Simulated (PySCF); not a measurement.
**C₆ coefficients of unlike pairs at MN15**

Calculated with PySCF 2.14 from the dipole response of each species, C₆(A,B) = (3/π) ∫ α_A(iu) α_B(iu) du, in atomic units, from isotropic polarisabilities. For ions this is the dispersion term alone; charge-induced terms of lower order in 1/R come first.

```json
{"species": "Mg²⁺", "configuration": "[Ne] (1S)", "basis": "aug-cc-pVTZ (6s5p3d2f)", "relativity": "none", "α (bohr³)": "0.2770", "C₆ (like pair)": "0.1489"}
{"species": "Bi", "configuration": "[Xe] 4f14 5d10 6s2 6p3 (4S)", "basis": "aug-cc-pVTZ-PP with one added diffuse shell each of d, f type with ECP60MDF (6s5p5d3f)", "relativity": "core potential", "α (bohr³)": "51.23", "C₆ (like pair)": "597.6"}
{"species": "Fe²⁺", "configuration": "[Ar] 3d6 (5D)", "basis": "aug-cc-pVQZ-DK (9s8p6d4f3g2h)", "relativity": "spin-free X2C", "α (bohr³)": "3.773", "C₆ (like pair)": "10.87"}
```

Problem. Estimate C₆ for Fe²⁺ with Mg²⁺.

Solution. The integral gives 1.211. The combination rule 2 C_A C_B / (C_A α_B/α_A + C_B α_A/α_B) gives 1.146 and the geometric mean 1.273.

No spin-orbit coupling is included, so Bi, close to jj coupling, stand for model states.

The other pairs:

| pair | C₆ |
| --- | --- |
| Bi, Mg²⁺ | 6.493 |
| Fe²⁺, Bi | 69.70 |
